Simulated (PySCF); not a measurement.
Compound: C2H5BF3O (charge -1).
SMILES: `C[BH2-]OC(F)(F)F`

Jobs on this species (12 atoms, 58 electrons) with PySCF (density fitting). Hardware of each: an Intel Xeon 6975P-C with one thread, no GPU, on a shared host. Times come from a shared host and carry two figures at best. Peak memory is the resident size of the whole Python process, interpreter and libraries included.

```tsv
level and settings	work	basis functions	SCF cycles	wall time	peak memory
CAM-B3LYP/def2-SVPD	6 singlets by full TDDFT, polarisability, dynamic polarisability	192	?	?	?
CAM-B3LYP/def2-SVPD, IEF-PCM water	6 singlets by full TDDFT, polarisability	192	13	19 s	0.93 GiB
PBE0/pcSseg-1, IEF-PCM chloroform	shieldings, charges and field gradients	144	14	10 s	0.78 GiB
CAM-B3LYP/def2-SVPD, IEF-PCM chloroform	6 singlets by full TDDFT, polarisability	192	13	17 s	0.94 GiB
PBE0/pcSseg-1, IEF-PCM water	shieldings	144	14	9.0 s	0.78 GiB
PBE0-D3(BJ)/def2-SVP, grid level 1	geometry optimisation from a GFN2-xTB start shaken at random	123	52	27 s	0.52 GiB
```

Question: Fill in the missing figures.

Answer: 
- CAM-B3LYP/def2-SVPD; 6 singlets by full TDDFT, polarisability, dynamic polarisability: 21 s, 0.88 GiB, 12 SCF cycles

Question: What do all jobs in the table cost together?

Answer: About 1.7 min; the longest takes about 26 % of that, and about 3 times as long as the shortest.
